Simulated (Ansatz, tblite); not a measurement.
Removing and adding an electron: the cluster Zn₂SF₂ (the lowest singlet isomer of a short search). Total charge 0; singlet. Geometry: PBE0-D4/def2-SVP. Ansatz, gas phase; energy differences of separate SCF runs; the oxidised species was run as a doublet alone; the reduced species was run as a doublet alone.

| atom | x (Å) | y (Å) | z (Å) |
| --- | --- | --- | --- |
| Zn1 | -0.462 | 0.813 | 1.296 |
| Zn2 | 0.469 | -0.519 | -1.436 |
| S3 | 0.036 | 1.454 | -0.697 |
| F4 | -0.875 | 0.347 | 2.922 |
| F5 | 0.832 | -2.094 | -2.084 |

The xTB rows come from tblite. Correlated methods freeze 25 core orbitals. The rows differ in basis, and correlated rows in double-zeta sets carry the largest basis error. The structure comes from a short search, and lower isomers may exist.

Estimate orbital energies and vertical ionisation energies and electron affinities at: GFN1-xTB; GFN2-xTB; HF/def2-SVP; PBE-D4/def2-TZVP; PBE-D4/def2-TZVPD; r2SCAN-D4/def2-TZVP; r2SCAN-D4/def2-TZVPD; PBE0-D4/def2-TZVP; PBE0-D4/def2-TZVPD; MP2/def2-SVP; CCSD/def2-SVP; CCSD(T)/def2-SVP.


| level | −HOMO (eV) | vertical IE (eV) | −LUMO (eV) | vertical EA (eV) | HOMO–LUMO gap (eV) | IE − EA (eV) | remarks |
| --- | --- | --- | --- | --- | --- | --- | --- |
| GFN1-xTB | 12.10 | 15.20 | 8.12 | 5.20 | 3.98 | 10.00 | – |
| GFN2-xTB | 12.44 | 15.79 | 9.09 | 5.85 | 3.35 | 9.94 | – |
| HF/def2-SVP | – | 9.14 | – | – | – | – | – |
| PBE-D4/def2-TZVP | 6.96 | 10.08 | 2.96 | – | 4.01 | – | – |
| PBE-D4/def2-TZVPD | 7.00 | – | 3.01 | 0.81 | 3.99 | – | HOMO above zero (-1 doublet) |
| r2SCAN-D4/def2-TZVP | 7.24 | 10.20 | 2.70 | – | 4.54 | – | – |
| r2SCAN-D4/def2-TZVPD | 7.25 | – | 2.73 | 0.68 | 4.52 | – | HOMO above zero (-1 doublet) |
| PBE0-D4/def2-TZVP | 8.17 | 10.30 | 2.10 | – | 6.07 | – | – |
| PBE0-D4/def2-TZVPD | 8.19 | – | 2.15 | 0.65 | 6.03 | – | HOMO above zero (-1 doublet) |
| MP2/def2-SVP | – | 9.80 | – | – | – | – | – |
| CCSD/def2-SVP | – | 9.70 | – | – | – | – | – |
| CCSD(T)/def2-SVP | – | 9.70 | – | – | – | – | – |

Relaxing the oxidised species (PBE0-D4/def2-SVP) changes its energy by -0.15 eV at PBE0-D4/def2-TZVP, so the adiabatic ionisation energy to this nearest minimum is 10.15 eV. At PBE-D4/def2-TZVP it is 10.07 eV.     A HOMO above zero means that the electron is unbound at that level or that self-interaction error raises the level; the energy of removing that electron tells which. Raw xTB energy differences between charge states are shifted by several eV; the methods need an empirical correction for them.
